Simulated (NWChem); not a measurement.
Species: BiH₂O₂Br; SMILES [OH][Bi]([OH])[Br]

```xyz
6

Bi    -0.2198    -0.6058    -0.0329
Br    -0.1273     2.0299     0.0820
O      1.0778    -0.9656    -1.6108
H      1.9887    -0.7404    -1.3749
O      1.1805    -0.8649     1.4826
H      1.5103    -0.0069     1.7842
```
Atoms are numbered in this order, from 1.

Level: PBE0/def2-SVP with def2 effective core potentials on Bi (NWChem), optimised geometry, unscaled harmonic frequencies. This build's default masses of Se (78.918 u) and Br (79.917 u) are each other's, which moves their modes by up to 0.6 %. def2 effective core potentials on Bi; no spin-orbit coupling.

Problem. List the harmonic frequencies with IR intensities, and the thermochemistry.

Solution. 
```csv
frequency (cm⁻¹),IR intensity (km/mol)
90,14.9
120,9.8
149,30.9
217,22.1
258,82.6
286,113.2
573,90.5
586,69.2
820,74.4
837,56.1
3851,65.6
3855,89.2
```

The zero-point energy is 16.6 kcal/mol and the thermal correction to the enthalpy at 298.15 K (with zero-point energy) comes out as 21.5 kcal/mol. The heat capacity Cv is 20.4 cal/(mol K) and the entropy at 298.15 K and 1 atm (symmetry number 1) comes out as 88.0 cal/(mol K).

Rigid rotor and harmonic oscillator; modes under 100 cm⁻¹ make the entropy uncertain.
